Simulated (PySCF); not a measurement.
## Electron correlation in Be (beryllium, neutral)

[He] 2s2, closed-shell 1S. Computed with PySCF 2.14 in cc-pVTZ-DK (4s3p2d1f, 30 functions), with the spin-free X2C one-electron Hamiltonian (Gaussian nucleus). Frozen: 1s2; 2 electrons correlated.

Total MP2 correlation energy: -28.17 mhartree.

Same-spin part 0.00 and opposite-spin part -28.17 mhartree; SCS-MP2 scales them by 1/3 and 6/5 to -33.81 mhartree.

With two correlated electrons CCSD is exact within the correlated space (frozen core and kept virtual orbitals).

```csv
level,correlation energy (mhartree)
CCSD,-45.55
```

Diagnostics: T1 = 0.020, D1 = 0.0278, largest double amplitude 0.129.

Q: Is a single reference adequate?

A: Mostly. T1 lies below 0.03, but a double amplitude of this size points to a near-degeneracy that CCSD handles and MP2 describes poorly.
